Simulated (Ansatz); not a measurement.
ketene (C$_{2}$H$_{2}$O), singlet, at a GFN2-xTB geometry, atoms displaced at random by about 0.1 Å a coordinate. Base run: Ansatz (a quantum-chemistry and plane-wave program) with PBE/STO-3G.

Ansatz was given this input:
Ansatz 0.2 input:
```yaml
crystal:
  periodic: [false, false, false]
  atoms:
    - {symbol: C, position_ang: [0.07930123, -0.13327712, -1.11611851]}
    - {symbol: C, position_ang: [-0.03393615, -0.03154543, 0.19904294]}
    - {symbol: H, position_ang: [0.01299642, 0.98930222, -1.68108191]}
    - {symbol: H, position_ang: [0.02050736, -0.99303262, -1.76025913]}
    - {symbol: O, position_ang: [-0.03036214, 0.14515251, 1.15597083]}
basis:
  gaussian:
    orbitals: STO-3G
hamiltonian:
  xc: pbe
relax: {}
```

Each row names what was changed in the base input (with any setting that the change needs).

| change | ΔE vs base (µEh) | optimiser steps |
|---|---|---|
| base | 0.0 | 7 |
| relax = f_tol: 0.0005 | 0.0 | 8 |
| relax = escape_saddle: false | 0.0 | 7 |
| relax = max_displacement: 0.5 | 0.3 | 7 |
| relax = f_tol: 0.05 | 0.7 | 6 |
| relax = f_tol: 0.1 | 1.1 | 6 |
| relax = max_displacement: 0.02 | 0.1 | 16 |
